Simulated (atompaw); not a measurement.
**osmium (Os): one change to a PAW (atompaw) potential, before and after**

```json
{
 "Element": "osmium (Os)",
 "Generator": "atompaw 4.2.0.5",
 "Type": "PAW",
 "Functional": "PBEsol",
 "Relativity": "scalar-relativistic",
 "Frozen core": "[Kr] 4d10",
 "Valence charge": "30",
 "Reference configuration": "4f14 5s2 5p6 5d6 6s2 6p0",
 "Partial waves": "5s (bound): rc 1.55 bohr; 6s (bound): rc 1.50 bohr; 5p (bound): rc 2.15 bohr; 6p (bound, empty): rc 2.45 bohr; 5d (bound): rc 2.45 bohr; 5d channel at 3.5 Ry: rc 2.45 bohr; 4f (bound): rc 0.85 bohr; 4f channel at -3.15 Ry: rc 0.85 bohr",
 "Local potential": "vpsmatchnc scheme with l = 4 at 0 Ry, radius 1.65 bohr",
 "Core correction": "smooth core density matched at 2.10 bohr",
 "Augmentation charge": "besselshape compensation charge, radius 2.05 bohr; PAW radius 2.45 bohr; waves and projectors: custom polynom vanderbiltortho"
}
```

Change: wave 5s (bound): rc 1.55 bohr becomes 5s (bound): rc 1.66 bohr.

Cutoffs: the cutoffs (Ry, on a coarse ladder) from which the occupation-weighted sum of valence levels, in a spherical-Bessel basis at the reference potential, stays within 10 and 1 mRy of its value at 400 Ry; they do not see the model core or the augmentation charge, which bear on the density cutoff.

What does the change do?

A bound ghost appears in s, which as a rule spoils a file; the range in which the s phases agree widens (upper end 0.6 → at the end of the scan).

```tsv
quantity	base	changed
cutoff, loose	over 300 Ry	over 300 Ry
cutoff, tight	over 300 Ry	over 300 Ry
loose cutoff by channel (10 mRy a level)	s 18 Ry, p 15 Ry, d 15 Ry, f 230 Ry	s 40 Ry, p 15 Ry, d 15 Ry, f 230 Ry
bound ghosts	none	s
s: phases at 2.45 bohr within 0.05 rad from the reference energy up to (Ry; the scan ends near 5)	0.6	to the end of the scan
p: phases at 2.45 bohr within 0.05 rad from the reference energy up to (Ry; the scan ends near 5)	1.0	1.0
d: phases at 2.45 bohr within 0.05 rad from the reference energy up to (Ry; the scan ends near 5)	to the end of the scan	to the end of the scan
f: phases at 2.45 bohr within 0.05 rad from the reference energy up to (Ry; the scan ends near 5)	to the end of the scan	to the end of the scan
lowest overlap eigenvalue by channel	s 0.09, p 0.67, d 0.83, f 1.00	s 0.03, p 0.67, d 0.83, f 1.00
```

 A true bound ghost makes a file unfit for plane-wave use even where its test errors are small: the radial tests pick states by their node count and pass the ghost by. The cutoffs see the waves, projectors and local potential, not the compensation charge or the core.
